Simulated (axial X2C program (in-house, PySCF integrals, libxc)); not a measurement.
# Nuclear properties of SeS⁺

Calculated with an axial X2C code built on PySCF integrals: two-component X2C with atomic mean-field Coulomb and Gaunt terms, Gaussian nuclei, basis Se dyall-cv3z, S dyall-av3z with contracted cores.

R = 1.958 Å (near the PBE0 minimum at charge 1 of the determinant lowest at the starting distance; the state shown can have its own minimum elsewhere).

Determinant lowest in the PBE0 search, Ω = 1/2 (⟨Sz⟩ = -0.50, ⟨Lz⟩ = 1.00 at PBE0), spin on the atoms Se -0.26, S -0.24:

```
level  Eeff magnitude (GV/cm)  Ws magnitude Se (kHz)  Ws magnitude S (kHz)  A∥/gI Se (MHz)  qzz Se (a.u.)  A∥/gI S (MHz)  qzz S (a.u.)
 PBE0                   0.113                 0.0398                0.0123            1720          -0.41            717          0.00
   HF                   0.132                   0.19                0.0231            1430          -1.02            737         -0.15
TPSSh                     0.1                 0.0284                0.0125            1700          -0.25            677          0.03
  LDA                   0.214                  0.142                0.0047            1750          -0.17            743          0.04
PBE50                   0.105                 0.0201                0.0184            1690          -0.55            692         -0.06
```

Eeff is the effective electric field on the electron electric dipole moment in this Ω state and Ws the scalar–pseudoscalar constant of the nucleus named (defined with the proton number Z and per Ω); A∥ (defined per Ω) follows by multiplying with gI = μI/(I μN); qzz is the electric field gradient, eQq0 = 234.96 MHz × Q/barn × qzz. The operators were transformed with the bare-nucleus X2C matrices; with these basis sets, hyperfine constants and field gradients can be off by tens of per cent, and where levels differ in sign neither size nor sign is settled.

With gI(77Se) = 1.0701, gI(33S) = 0.4292 (g factors from the IAEA table of nuclear moments by Stone), turn the PBE0 values of the first state into constants in MHz.

A∥(77Se) = 1720 × 1.0701 = 1840 MHz; A∥(33S) = 717 × 0.4292 = 308 MHz.

Each state is one determinant with collinear spin. Unrestricted Hartree–Fock can overshoot spin polarisation at the nuclei. In the state Ω = 1/2 the sign of Eeff differs between levels (HF against PBE0). Where Eeff spreads by more than a factor of two the levels disagree and none is to be relied on. The search compared states at one distance, so a state with another bond length can lie lower. The sign of Ws at Se differs between levels in the first state. Further determinants of the search, some of them spin-mixed, are not shown. Where a field gradient or hyperfine factor spreads by more than a factor of two over the levels, a constant derived from it is not to be relied on.
